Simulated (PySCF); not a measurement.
Geometries of 2 isomers of C5H6F3PSe, from PBE0-D3(BJ)/def2-SVP geometry optimisation, gas phase in PySCF 2.14.0. One conformer each, no zero-point energy, no frequencies.

Question: Which is lower in electronic energy at this level?
A.
```xyz
16
angstrom
C     -2.437   -1.329   -0.112
C     -1.435   -0.574   -0.559
P     -0.125    0.003    0.551
C     -0.070    1.805    0.301
Se    -0.265   -0.606    2.549
C      1.343   -0.629   -0.343
F      1.159   -1.752   -1.043
C      2.581   -0.133   -0.264
F      2.879    0.949    0.408
F      3.623   -0.660   -0.838
H     -2.475   -1.625    0.944
H     -3.236   -1.668   -0.778
H     -1.359   -0.270   -1.610
H     -0.989    2.218    0.739
H      0.796    2.216    0.836
H     -0.009    2.055   -0.769
```
B.
```xyz
16
angstrom
C     -2.721   -0.097   -0.478
C     -1.929    0.429    0.457
P     -0.328   -0.237    0.938
Se     0.009   -0.582    2.959
C      0.412   -1.118   -0.456
C      0.866    0.337   -0.324
C      2.303    0.641   -0.026
F      2.826   -0.212    0.852
F      3.042    0.566   -1.143
F      2.439    1.875    0.457
H     -2.431   -0.976   -1.062
H     -3.704    0.334   -0.689
H     -2.249    1.284    1.063
H      1.149   -1.864   -0.138
H     -0.161   -1.405   -1.343
H      0.450    1.043   -1.050
```

Answer: B. That is `C=C[P@]1(C[C@@H]1C(F)(F)F)=[Se]`, 16.4 kcal/mol below the other.

```json
{"SMILES": "C=C[P@@]1(=[Se])C[C@@H]1C(F)(F)F", "atoms numbered as above": "[CH2:1]=[CH:2][P@@:3]1(=[Se:4])[CH2:5][C@@H:6]1[C:7]([F:8])([F:9])[F:10]", "E (Eh)": "-3234.87841", "relative (kcal/mol)": "0.0", "relative (kJ/mol)": "0.0", "dipole (D)": "5.21"}
{"SMILES": "C=C[P@@](C)(=[Se])C(F)=C(F)F", "atoms numbered as above": "[CH2:1]=[CH:2][P@@:3]([CH3:4])(=[Se:5])[C:6]([F:7])=[C:8]([F:9])[F:10]", "E (Eh)": "-3234.85228", "relative (kcal/mol)": "16.4", "relative (kJ/mol)": "68.6", "dipole (D)": "4.06"}
```

As drawn, the lower has a three-membered ring, which the higher lacks.
